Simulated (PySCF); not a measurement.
All values below come from r2SCAN-D4/def2-TZVP // r2SCAN-D4/def2-SVP run with PySCF 2.14.0. Gas-phase values, no solvent. One relaxed conformer stands for a flexible species; it need not be the lowest. 

Reference species (SMILES): `[O]([Sn]([O]C)([CH3])[O]C)C` (neutral, multiplicity 1).

| Property | Result |
|---|---|
| HOMO | -6.31 eV |

Changed species: `[CH3][Sn]([CH3])([CH3])[CH3]` (0 of 4 CH3 replaced by OCH3; the reference has 3 of 4 CH3 replaced by OCH3).

Problem. What does the change do to the HOMO?

Solution. the HOMO drops by 0.40 eV, to -6.71 eV.
